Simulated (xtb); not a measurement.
CH7AlGe, SMILES [GeH3][AlH][CH3]. All values are semi-empirical tight-binding results from xtb (GFN2-xTB unless named), good for trends rather than for accurate numbers. The structure is a stationary point at GFN2-xTB. The structure was generated by enumeration; whether it is a known compound was not checked.

The geometry has at least one imaginary mode, so it is a saddle point at that level.

For metal compounds this method's bond lengths and energies can be far off.

```yaml
orbital_gap: 4.14 eV
```
